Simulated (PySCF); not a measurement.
How methods differ on the ionisation energy of Cu²¹⁺

Cu²¹⁺ [He] 2s2 2p4 [2p1/2^2 2p3/2^2, M_J = 2] → Cu²²⁺ [He] 2s2 2p3 [2p1/2^2 2p3/2^1, M_J = 3/2], as a difference of total energies. All numbers are calculated (PySCF 2.14, the two-component X2C-1e Hamiltonian, in an even-tempered Gaussian basis (18 s from 5.6 bohr⁻², ratio 2.4; 12 p from 7.3 bohr⁻², ratio 2.4; 5 d from 29 bohr⁻², ratio 2.6; 5 f from 44 bohr⁻², ratio 2.6)). Correlated levels: nothing frozen; the 36 highest virtual spinors dropped. "Screened" scales the spin-orbit matrix elements by Boettger's factors to mimic the two-electron term; Breit and QED terms are absent.

Task: Order these methods by the ionisation energy they give, lowest first.
A. GHF (spin-free)
B. GMP2 (spin-free)
C. GMP2 (screened spin-orbit)
D. GHF (screened spin-orbit)

Result: A (1911.4 eV), B (1913.0 eV), D (1916.8 eV), C (1917.9 eV).

The labels give the starting determinants; with spin-orbit coupling the two ends relaxed to ⟨J²⟩ = 6.00, ⟨L²⟩ = 2.56, ⟨S²⟩ = 1.72 and ⟨J²⟩ = 3.76, ⟨L²⟩ = 0.43, ⟨S²⟩ = 3.21.

For comparison: 1918 ± 4 eV (semi-empirical (NIST evaluation); NIST Atomic Spectra Database, ionization energies).
